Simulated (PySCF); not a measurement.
**Kr²⁺: ionisation energy**

Kr²⁺ [Ar] 3d10 4s2 4p4 (3P) → Kr³⁺ [Ar] 3d10 4s2 4p3 (4S), as a difference of total energies. All numbers are calculated (PySCF 2.14, the spin-free X2C one-electron Hamiltonian (Gaussian nucleus), in x2c-TZVPPall with one added diffuse shell each of s, p, d type (7s6p5d1f, 57 functions)). Correlated levels: valence and next inner shell: [Ne] frozen. The calculations carry no spin-orbit coupling.

Order these methods by the ionisation energy they give, lowest first.
A. MP2 (valence and next inner shell)
B. CCSD(T) (valence and next inner shell)
C. CCSD (valence and next inner shell)
D. UHF

D (34.339 eV), A (35.110 eV), C (35.196 eV), B (35.223 eV).

A first-order spin-orbit estimate (lowest level to lowest level, LS coupling) adds 0.238 eV.

Errors of the correlated levels include the incompleteness of this basis and the frozen core.

For comparison: 35.838 ± 0.02 eV (measured; NIST Atomic Spectra Database, ionization energies).
